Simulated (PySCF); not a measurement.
Electron correlation in Al (aluminium, neutral)

[Ne] 3s2 3p1, 2P determinant. All numbers are calculated (PySCF 2.14, no relativity, point nucleus, in aug-cc-pV(T+d)Z with one added diffuse shell each of s, p, d, f type (7s6p5d3f, 71 functions)). Frozen: [Ne]; 3 electrons correlated.

```tsv
level	correlation energy (mhartree)
CCSD	-51.23
(T)	-1.19
CCSD(T)	-52.42
```

Diagnostics: T1 = 0.019, D1 = 0.0421, largest double amplitude 0.054.

Cost of the coupled-cluster step: roughly 2.7 core-seconds, for 3 correlated electrons.

Iterations:

```
CC2 = 0
CCSD nocc = (np.int64(2), np.int64(1)), nmo = (66, 66)
frozen orbitals [[0, 1, 2, 3, 4], [0, 1, 2, 3, 4]]
max_cycle = 100
direct = 0
conv_tol = 1e-08
conv_tol_normt = 1e-06
diis_space = 8
diis_start_cycle = 0
Init t2, MP2 energy = -0.0361460535074833
Init E_corr(UCCSD) = -0.036146053507855
cycle = 1  E_corr(UCCSD) = -0.0451733625039813  dE = -0.009027309  norm(t1,t2) = 0.0604366
cycle = 2  E_corr(UCCSD) = -0.0484480429993788  dE = -0.0032746805  norm(t1,t2) = 0.0282504
cycle = 3  E_corr(UCCSD) = -0.05121102528717  dE = -0.00276298229  norm(t1,t2) = 0.0145618
cycle = 4  E_corr(UCCSD) = -0.0512001506172277  dE = 1.08746699e-05  norm(t1,t2) = 0.00242368
cycle = 5  E_corr(UCCSD) = -0.0512423570661602  dE = -4.22064489e-05  norm(t1,t2) = 0.000448568
cycle = 6  E_corr(UCCSD) = -0.0512268197517667  dE = 1.55373144e-05  norm(t1,t2) = 0.000104437
cycle = 7  E_corr(UCCSD) = -0.0512304282364472  dE = -3.60848468e-06  norm(t1,t2) = 3.39513e-05
cycle = 8  E_corr(UCCSD) = -0.0512314252744354  dE = -9.97037988e-07  norm(t1,t2) = 1.04449e-05
cycle = 9  E_corr(UCCSD) = -0.0512306832045009  dE = 7.42069934e-07  norm(t1,t2) = 3.9682e-06
cycle = 10  E_corr(UCCSD) = -0.0512307726235039  dE = -8.9419003e-08  norm(t1,t2) = 9.53867e-07
cycle = 11  E_corr(UCCSD) = -0.0512307677799956  dE = 4.84350828e-09  norm(t1,t2) = 2.88537e-07
UCCSD converged
E(UCCSD) = -241.9304504991352  E_corr = -0.05123076777999561
UCCSD(T) correction = -0.00118729989577449
```
